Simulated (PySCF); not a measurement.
C2H8ClNSi, SMILES Cl[SiH](N)CC.

Geometry optimised at B3LYP-D3(BJ)/def2-SVP. One conformer was computed; it need not be the lowest.

Vertical ionisation energy (IE) and electron affinity (EA) in eV. Rows of orbital energies are one-electron estimates. Where ΔSCF, EOM or ADC give a negative EA the extra electron is unbound and the value depends on the basis.

```
level                                           IE    EA
--------------------------------------------  ----  ----
−ε(HOMO), −ε(LUMO), r2SCAN/def2-TZVP (PySCF)   [?]   [?]
−ε(HOMO), −ε(LUMO), PBE/def2-TZVP (PySCF)     6.38  0.16
```

What belongs in the gaps? (Estimate from the structure and the level; the computed values follow.)


- −ε(HOMO), −ε(LUMO), r2SCAN/def2-TZVP (PySCF), IE: 6.70
- −ε(HOMO), −ε(LUMO), r2SCAN/def2-TZVP (PySCF), EA: -0.47
